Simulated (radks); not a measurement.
Results of a calculation; reference values are marked as such.
Te VI, configuration [Kr] 4d10 5s1. Code: a radial shooting solver on a logarithmic mesh with Libxc functionals. Model: Dirac Kohn-Sham, PBEsol, spin-unpolarised, spherical densities, finite nucleus; Fermi nuclear charge, rms radius 4.7423 fm.

Normalised radial functions P(r) = r R(r) (large component), r in bohr:

r	4s1/2	5s1/2
0.0022	0.1192	0.0503
0.003336	0.1641	0.0693
0.005056	0.2179	0.0920
0.007604	0.2719	0.1148
0.01153	0.3084	0.1302
0.01747	0.2881	0.1215
0.02628	0.1625	0.0683
0.03983	-0.1012	-0.0433
0.06038	-0.4126	-0.1744
0.0908	-0.4812	-0.2013
0.1376	-0.0106	0.0014
0.2086	0.6791	0.2878
0.3138	0.5144	0.1850
0.4756	-0.7007	-0.3381
0.721	-1.3454	-0.3762
1.084	-0.7651	0.3826
1.644	-0.1583	0.8890
2.491	-0.0093	0.5357
3.747	-0.0001	0.1069
5.68	0.0000	0.0044

4s1/2: eigenvalue -221.87 eV, 3 radial nodes at r = 0.0347, 0.138, 0.382 bohr, <r> = 0.763 bohr, 90 % of the charge inside 1.10 bohr. 5s1/2: eigenvalue -65.004 eV, 4 radial nodes at r = 0.0346, 0.137, 0.368, 0.905 bohr, <r> = 1.81 bohr, 90 % of the charge inside 2.57 bohr.
